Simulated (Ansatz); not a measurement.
`C=CB[SeH]` + H₂ → `BC=C` + H₂Se  (hydrogenolysis of a B–Se bond)

Program: Ansatz. Geometries: PBE0-D4/def2-TZVP. ΔE: electronic, gas phase. CBS: MP2 limit from def2 TZ/QZ plus the TZ coupled-cluster correction, frozen cores. This one scheme is used for every species. Functionals use def2-TZVPP. B3LYP here is the variant with VWN-RPA as its local correlation; programs differ in this. For Se outer-core shells are correlated without core-valence functions, which leaves a few kJ/mol of doubt a bond. Scalar relativity is left out up to krypton. Each species was taken in one conformer, which may not be the lowest.

`C=CB[SeH]`:

```xyz
9

C     1.100    1.198    0.123
C     0.363    0.175   -0.320
B    -0.747   -0.432    0.549
Se   -1.861   -1.893    0.006
H     0.931    1.622    1.108
H     1.892    1.648   -0.469
H     0.573   -0.213   -1.315
H    -0.984   -0.012    1.643
H    -1.268   -2.092   -1.326
```

H₂:

Z-matrix (Å, degrees):
```
H
H 1 0.746
```

`BC=C`:

Z-matrix (Å, degrees):
```
B
C 1 1.534
H 1 1.197 2 122.0
H 1 1.199 2 118.7 3 180.0
C 2 1.339 1 120.5 3 180.0
H 2 1.089 1 121.7 3 -0.0
H 5 1.086 2 120.6 1 0.0
H 5 1.087 2 123.0 1 -180.0
```

H₂Se:

Z-matrix (Å, degrees):
```
Se
H 1 1.467
H 1 1.467 2 91.2
```

```
   level  ΔE (kJ/mol)
B3LYP-D4         70.7
  B2PLYP         68.2
```

**Question.** What does CCSD(T)/CBS give? (Best estimate.)

**Answer.** The calculation gave: +74.8 kJ/mol. The listed levels differ from it by -4.1, -6.6 kJ/mol.

Largest T1 diagnostic among the species: 0.013.

From BLYP to BHLYP (50 % exact exchange), in def2-TZVPP and without D4, ΔE moves by −10.5 kJ/mol. At CCSD(T), def2-SVP lies −7.4 kJ/mol from the extrapolated value and def2-TZVPP −1.9 kJ/mol.
